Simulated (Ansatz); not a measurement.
A thermochemical cycle in electronic energies (no zero-point or thermal terms), species as SMILES, kcal/mol. Structures are relaxed separately at B3LYP-D3(BJ)/def2-TZVP in Ansatz (a program for electronic structure), one conformer each, not searched for the lowest. Valence correlation only, unless marked. Open shells are spin-unrestricted. Spin-orbit coupling is left out. No relativistic terms. Basis-set limits of correlation are two-point, X^-3; Hartree-Fock from the larger set. [CCSD(T)-MP2]/basis is that difference in the basis named. Anions need diffuse functions, of which def2-TZVPD holds fewer than the aug- sets.

| step | RI-MP2/CBS(aug-cc-pVTZ,aug-cc-pVQZ)+[CCSD(T)-MP2]/aug-cc-pVTZ (Ansatz) | wB97M-V/def2-TZVPD (Ansatz) |
|---|---|---|
| electron affinity EA, positive where the anion is bound: CB(C)[O] + e- → CB(C)[O-] | 55.6 | 51.2 |
| deprotonation energy A: CB(C)O -> CB(C)[O-] + H+ | 370.5 | 368.2 |
| ionisation of the H atom at the same level, IE | 313.7 | 310.1 |

### Question
Find the bond energy D: CB(C)O → CB(C)[O] + H atom.

### Answer
Breaking the bond, ionising the H atom and attaching the electron to the radical add up to the deprotonation, A = D + IE - EA. At RI-MP2/CBS(aug-cc-pVTZ,aug-cc-pVQZ)+[CCSD(T)-MP2]/aug-cc-pVTZ: D = A - IE + EA = 370.5 - 313.7 + 55.6 = 112.4. At wB97M-V/def2-TZVPD: D = A - IE + EA = 368.2 - 310.1 + 51.2 = 109.3. The functional differs from the first level by -3.1 in D, -4.4 in EA and -2.3 in A; for EA and A the gap mixes functional and basis. The site is the one shown; other sites or isomers of the anion may lie lower.
